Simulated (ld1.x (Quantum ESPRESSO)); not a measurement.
**Reading a pseudo-wave (Ag (Z = 47))**

Columns: radius, all-electron u(r) and pseudo u(r) of the 5s shell (level -7.72 eV) of silver in the configuration [Kr] 4d10 5s0.5 5p0; PBE, scalar-relativistic, RRKJ scheme, ld1.x (Quantum ESPRESSO) 7.5.

```
r (bohr)  all-electron  pseudo
   0.120       -0.0873  0.0416
   0.240        0.1670  0.0778
   0.360        0.1088  0.1048
   0.480       -0.0930  0.1216
   0.600       -0.2419  0.1302
   0.720       -0.2866  0.1352
   0.840       -0.2441  0.1428
   0.960       -0.1483  0.1588
   1.080       -0.0285  0.1875
   1.200        0.0952  0.2304
   1.320        0.2113  0.2857
   1.440        0.3140  0.3493
   1.560        0.4012  0.4152
   1.680        0.4726  0.4776
   1.800        0.5294  0.5316
   1.920        0.5726  0.5743
   2.040        0.6040  0.6054
   2.160        0.6251  0.6258
   2.280        0.6375  0.6376
   2.400        0.6425  0.6425
   2.520        0.6412  0.6412
   2.640        0.6348  0.6348
   2.760        0.6243  0.6243
   2.880        0.6105  0.6105
   3.000        0.5940  0.5940
   3.120        0.5754  0.5754
```

Q: How many radial nodes do the two functions have?

A: The all-electron 5s function has n − l − 1 = 4 (the table is too coarse to show those close to the nucleus); the pseudo-wave has 0, since the states of the same l below it are removed with the core.

Q: At about which radius was the pseudo-wave matched?

A: 2.40 bohr, where the columns begin to agree (steps of 0.12 bohr).

Q: Where does each function peak?

A: Outermost all-electron maximum near 2.40 bohr, pseudo maximum near 2.40 bohr (to the table’s step).

Q: Is the pseudo-wave norm-conserving?

A: Yes: the RRKJ scheme keeps the norm inside the radius equal to the all-electron one, which fixes the energy derivative of the logarithmic derivative at the level.
